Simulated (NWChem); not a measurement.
# Excited singlets of H2SSn by symmetry

```xyz
4

Sn    -0.3986    -0.4725     0.0000
H      1.0023    -1.5864     0.0000
S      1.1697     1.4266     0.0000
H      0.2135     2.3866     0.0000
```
Charge 0, spin multiplicity 1.

Everything below was run with NWChem. All single points use one geometry, from B3LYP/def2-SVP with def2 effective core potentials on Sn, a minimum by its harmonic frequencies. It is one conformer; others weren't searched.

Basis set: def2-SVPD. Symmetry labels belong to the abelian group Cs used in the runs, with the axes of the coordinates shown. Entries are the lowest vertical excitation energy of each symmetry in eV (for CIS and TDDFT among the lowest few roots); a state of one symmetry need not have the same character in every method. Symmetries that some method's roots don't reach, or where a double excitation leads the EOM-CCSD root, are left out.

Effective core potentials replace the inner electrons of Sn; spin-orbit coupling is left out. The correlated methods keep 9 core orbitals frozen. B3LYP has NWChem's definition, with VWN1-RPA local correlation. The structure started from a generated list of species. No row is a measurement; the coupled-cluster row has its own basis-set and correlation limits.

```tsv
method	a"	a'
CIS	3.26	5.17
TD-PBE	2.88	3.76
TD-B3LYP	2.93	3.91
TDA-BHandHLYP	3.13	4.40
EOM-CCSD	3.05	4.19
```
